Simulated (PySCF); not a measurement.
## Two-component Hartree-Fock for Pt (platinum, neutral)

Start: [Xe] 4f14 5d9 6s1; 5d3/2 filled at m_j = -3/2, -1/2, +1/2, +3/2; 5d5/2 filled at m_j = -3/2, -1/2, +1/2, +3/2, +5/2; 6s1/2 filled at m_j = +1/2. Calculated with PySCF 2.14 in x2c-TZVPPall-2c: generalised Hartree-Fock with the X2C-1e Hamiltonian and a Gaussian nucleus; one run each with spin-orbit coupling (SO) switched off, then screened by Boettger's factors.

| spinor shell | electrons | ε, spin-free (eV) | ε, screened SO (eV) | weight of nominal j (screened SO) | rms radius, screened SO (bohr) |
| --- | --- | --- | --- | --- | --- |
| 1s1/2 | 2 | -78832.3 | -78803.4 | 1.000 | 0.0194 |
| 2s1/2 | 2 | -13999.6 | -13990.5 | 1.000 | 0.0782 |
| 2p1/2 | 2 | -12142.9 | -13386.1 | 1.000 | 0.0663 |
| 2p3/2 | 4 | -12142.9 | -11651.5 | 1.000 | 0.0741 |
| 3s1/2 | 2 | -3356.3 | -3353.3 | 1.000 | 0.200 |
| 3p1/2 | 2 | -2806.8 | -3082.8 | 1.000 | 0.191 |
| 3p3/2 | 4 | -2806.8 | -2695.6 | 1.000 | 0.207 |
| 3d3/2 | 4 | -2202.0 | -2250.5 | 1.000 | 0.182 |
| 4s1/2 | 2 | -757.23 | -756.33 | 1.000 | 0.441 |
| 4p1/2 | 2 | -573.91 | -640.46 | 1.000 | 0.447 |
| 4p3/2 | 4 | -573.91 | -546.93 | 1.000 | 0.480 |
| 4d3/2 | 4 | -346.41 | -356.88 | 1.000 | 0.496 |
| 4d5/2 | 6 | -346.41 | -338.79 | 1.000 | 0.507 |
| 5s1/2 | 2 | -119.97 | -119.83 | 1.000 | 1.03 |
| 4f5/2 | 6 | -91.598 | -93.264 | 0.999 | 0.563 |
| 4f7/2 | 8 | -91.598 | -89.685 | 0.999 | 0.567 |
| 5p1/2 | 2 | -69.518 | -81.165 | 0.998 | 1.12 |
| 5p3/2 | 4 | -69.518 | -64.778 | 0.999 | 1.22 |
| 5d3/2 | 4 | -11.332 | -12.436 | 0.950 | 1.77 |
| 5d5/2 | 5 | -11.332 | -10.546 | 0.956 | 1.88 |
| 6s1/2 | 1 | -7.924 | -7.938 | 0.973 | 3.33 |

**Question.** Where does 3d5/2 lie, and what is the 3d spin-orbit splitting (screened SO)?

**Answer.** At -2167.4 eV, 83.080 eV above 3d3/2.

| quantity | spin-free | screened SO |
| --- | --- | --- |
| E (hartree) | -18399.59702 | -18426.63430 |
| M_J | 3 | 3 |
| ⟨J²⟩ | 12.042 | 12.076 |
| ⟨L²⟩ | 6.039 | 6.229 |
| ⟨S²⟩ | 2.003 | 2.177 |

Each row is a mean over spinors that exchange with the open shell spreads, by up to 4.137 eV (5p3/2).

⟨J²⟩ departs a little from M_J(M_J + 1) because the unrestricted spinors polarise the closed shells.

Breit and QED terms are absent; they matter most for the inner s and p1/2 levels.

Densities and radii are taken from the X2C orbitals without a picture-change correction, which distorts them close to the nucleus.

Without spin-orbit coupling the j labels of p, d and f shells carry no meaning; the spin-free column gives the mean over the occupied spinors of each nl shell.
